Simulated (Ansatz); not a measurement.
One geometry of [closo-1-(Cl)B6H5]2- (B6H5Cl²⁻), several levels of theory.

```yaml
crystal:
  periodic: [false, false, false]
  atoms:
    - {symbol: B, position_ang: [0.306513, 0.919221, -0.601189]}
    - {symbol: B, position_ang: [-1.170393, 0.401372, 0.126118]}
    - {symbol: B, position_ang: [0.297748, 0.536708, 1.081710]}
    - {symbol: B, position_ang: [-0.343438, -1.029946, 0.673508]}
    - {symbol: B, position_ang: [-0.328706, -0.629529, -1.021024]}
    - {symbol: B, position_ang: [1.139480, -0.494095, -0.065392]}
    - {symbol: Cl, position_ang: [0.819222, 2.456832, -1.606694]}
    - {symbol: H, position_ang: [-2.308417, 0.855460, 0.213278]}
    - {symbol: H, position_ang: [0.611248, 1.124691, 2.113645]}
    - {symbol: H, position_ang: [-0.673831, -2.020815, 1.321568]}
    - {symbol: H, position_ang: [-0.634549, -1.194569, -2.067963]}
    - {symbol: H, position_ang: [2.285123, -0.925330, -0.167565]}
basis:
  gaussian: {orbitals: def2-TZVPD, initial_orbitals: start.molden}
total_charge: -2
hamiltonian: {xc: {name: PBE-QIDH}}
scf: {omitted_lower_state_checks: [starts]}
output: {forces: true}
```

The file start.molden holds the orbitals of an earlier run on this structure, at another level or in another basis.

```sh
$ ansatz run in.yaml --threads 4 --pin off --events-out ev --progress --plain --max-ram 4787MiB
```

Output, abridged:

```
Functional definition: PBE-QIDH
2006 factors; integrals over basis functions are off by at most 7.1e-4 eV
mean field evaluation 1: about -16642.0648 eV, gradient 1.9e1 eV
mean field evaluation 2: about -16642.3320 eV, gradient 3.3e-1 eV
mean field evaluation 4: about -16642.6626 eV, gradient 5.8e-3 eV
mean field evaluation 8: about -16642.6627 eV, gradient 1.8e-6 eV
mean field -16642.66269976 eV, -611.6065734141 hartree, gradient 6.6e-6 eV, S^2 0.000000; 0 other end points of the search recorded, 0 dependent functions left out
11 core orbitals not correlated: weight in the atoms' cores, before any rotation towards them, 1.000 or more for the frozen orbitals, at most 0.000 for the correlated occupied ones
reference -16642.66272308 eV, -611.6065742714 hartree; 16, 16 occupied and 286, 286 virtual orbitals, 2006 factors
second order -27.76849719 eV of doubles, -0.00000000 eV of singles
Total energy: -16651.91888882 eV, -611.9467320880 hartree
Atom 0 at     0.306513     0.919221    -0.601189 Å, force     0.000281     0.000897    -0.000174 eV/Å
Atom 1 at    -1.170393     0.401372     0.126118 Å, force     0.064541    -0.023586    -0.006656 eV/Å
Atom 2 at     0.297748     0.536708     1.081710 Å, force    -0.016752    -0.030482    -0.059466 eV/Å
Atom 3 at    -0.343438    -1.029946     0.673508 Å, force     0.006847     0.020438    -0.012879 eV/Å
Atom 4 at    -0.328706    -0.629529    -1.021024 Å, force     0.018041     0.034172     0.057260 eV/Å
Atom 5 at     1.139480    -0.494095    -0.065392 Å, force    -0.063688     0.026080     0.003971 eV/Å
Atom 6 at     0.819222     2.456832    -1.606694 Å, force    -0.136966    -0.410775     0.268570 eV/Å
Atom 7 at    -2.308417     0.855460     0.213278 Å, force     0.412783    -0.154493    -0.037217 eV/Å
Atom 8 at     0.611248     1.124691     2.113645 Å, force    -0.109915    -0.202809    -0.377431 eV/Å
Atom 9 at    -0.673831    -2.020815     1.321568 Å, force     0.121297     0.363828    -0.238057 eV/Å
Atom 10 at    -0.634549    -1.194569    -2.067963 Å, force     0.113099     0.212403     0.371126 eV/Å
Atom 11 at     2.285123    -0.925330    -0.167565 Å, force    -0.409569     0.164327     0.030954 eV/Å
Dipole moment:     0.309682     0.928734    -0.607366 e Å
Checks for a lower state left out: starts
```

It took 64 s on 4 threads of Intel Xeon on a shared host, peak host memory 1.4 GiB.

As the first input, with `hamiltonian: {xc: r2scan, dispersion: d4}`, `output: {orbitals: {seedname: orbitals}}` (abridged; 15 s):

```
Functional definition: r2SCAN
mean field -16661.30012036 eV, -612.2914859882 hartree, gradient 1.2e-5 eV, S^2 0.000000
Total energy: -16661.40529153 eV, -612.2953509578 hartree
Checks for a lower state left out: starts
```

The first input with `hamiltonian: {xc: pbe, dispersion: d4}`, `output: {orbitals: {seedname: orbitals}}` (abridged; 9 s):

```
Functional definition: PBE
mean field -16652.92225065 eV, -611.9836049553 hartree, gradient 2.4e-5 eV, S^2 0.000000
Total energy: -16653.36045419 eV, -611.9997086383 hartree
Checks for a lower state left out: starts
```

The first input with `gaussian: {orbitals: 6-31G}`, `hamiltonian: {xc: {name: B3LYP}, dispersion: d4}`, `output: {orbitals: {seedname: orbitals}}` (abridged; 2.5 s):

```
Functional definition: B3LYP
mean field evaluation 16: about -16660.6429 eV, gradient 3.3e-5 eV
mean field -16660.64290554 eV, -612.2673337891 hartree, gradient 3.3e-5 eV, S^2 0.000000
Total energy: -16661.35533716 eV, -612.2935151684 hartree
Checks for a lower state left out: starts
```

First input, but with `gaussian: {orbitals: def2-SVPD, initial_orbitals: start.molden}`, `hamiltonian: {xc: pbe, dispersion: d4}`, `output: {orbitals: {seedname: orbitals}}` (abridged; 4.9 s):

```
Functional definition: PBE
mean field -16644.90938703 eV, -611.6891376487 hartree, gradient 1.8e-5 eV, S^2 0.000000
Total energy: -16645.34759481 eV, -611.7052414876 hartree
Checks for a lower state left out: starts
```

As the first input, with `hamiltonian: {xc: pbe}`, `correlation: {method: rpa}` and without the key `output` (abridged; 28 s):

```
Functional definition: PBE
mean field -16652.92221340 eV, -611.9836035862 hartree, gradient 2.7e-6 eV, S^2 0.000000
11 core orbitals not correlated: weight in the atoms' cores, before any rotation towards them, 1.000 or more for the frozen orbitals, at most 0.000 for the correlated occupied ones
Total energy: -16651.19766071 eV, -611.9202274441 hartree
Checks for a lower state left out: starts
```

First input, but with `gaussian: {orbitals: def2-SVPD, initial_orbitals: start.molden}`, `correlation: {method: ccsd_t}`, `output: {orbitals: {seedname: orbitals}}` and without the key `hamiltonian` (abridged; 74 s):

```
Functional definition: HF
mean field -16604.73219682 eV, -610.2126531415 hartree, gradient 5.0e-6 eV, S^2 0.000000
11 core orbitals not correlated: weight in the atoms' cores, before any rotation towards them, 1.000 or more for the frozen orbitals, at most 0.000 for the correlated occupied ones
second order -20.96330091 eV of doubles, -0.00000000 eV of singles
cycle   1  -21.34358896 eV  change   -3.8e-1 eV  update   1.2e-1
cycle   2  -21.93114123 eV  change   -5.9e-1 eV  update   3.2e-2
cycle   3  -22.03601069 eV  change   -1.0e-1 eV  update   1.4e-2
cycle   4  -22.03049078 eV  change    5.5e-3 eV  update   3.0e-3
cycle   5  -22.02996911 eV  change    5.2e-4 eV  update   1.4e-3
cycle   6  -22.03002992 eV  change   -6.1e-5 eV  update   4.1e-4
cycle   7  -22.02978485 eV  change    2.5e-4 eV  update   1.7e-4
cycle   8  -22.02973831 eV  change    4.7e-5 eV  update   6.5e-5
cycle   9  -22.02976025 eV  change   -2.2e-5 eV  update   2.4e-5
perturbative correction -1.10457357 eV, -0.0405923299 hartree
Total energy: -16627.86653064 eV, -611.0628242282 hartree
Checks for a lower state left out: starts
```

Geometry: PBE-D4/def2-SVPD.

B3LYP takes the VWN-RPA correlation. Correlated methods freeze 11 core orbitals. A multiply charged anion in the gas phase is held together partly by the finite basis. At r2SCAN-D4/def2-TZVPD, PBE-D4/def2-TZVPD, B3LYP-D4/6-31G, PBE-D4/def2-SVPD and others the highest occupied level of the charge -2 singlet lies above zero (up to 3.67 eV). The electron is either unbound and held by the finite basis, or the level is raised by self-interaction error.
